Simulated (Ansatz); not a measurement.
Consider the ligand exchange at the Si–O bond: `O[SiH](F)[SiH3]` + HCl → `F[SiH]([SiH3])Cl` + H₂O.

Computed with Ansatz on PBE0-D4/def2-TZVP structures; ΔE is electronic, products minus reactants. CBS: MP2 limit from def2 TZ/QZ plus the TZ coupled-cluster correction, frozen cores. This one scheme is used for every species. Functionals use def2-TZVPP. Each species was taken in one conformer, which may not be the lowest.

```json
{"level": "B97M-V", "ΔE (eV)": "0.04"}
{"level": "PBE0-D4", "ΔE (eV)": "-0.03"}
{"level": "CAM-B3LYP", "ΔE (eV)": "0.12"}
{"level": "MP2/def2-TZVPP", "ΔE (eV)": "0.03"}
```

(1) What does CCSD(T)/CBS give? (Estimate.)

Largest T1 diagnostic among the species: 0.013.

## Answers

(1) The calculation gave: +0.01 eV. The listed levels differ from it by 0.03, -0.04, 0.11, 0.02 eV.

In def2-TZVPP, CCSD(T) changes the Hartree–Fock value by −0.04 eV (the triples alone add −0.01 eV) and MP2 by −0.08 eV. Leaving LDA and LC-ωPBE aside and taking each functional with its dispersion term where it has one, the values, not all of them listed here, spread over 0.15 eV, from revPBE-D4 to CAM-B3LYP-D4. LDA lies +0.06 eV from PBE without D4. At CCSD(T), def2-SVP lies +0.06 eV from the extrapolated value and def2-TZVPP +0.06 eV.
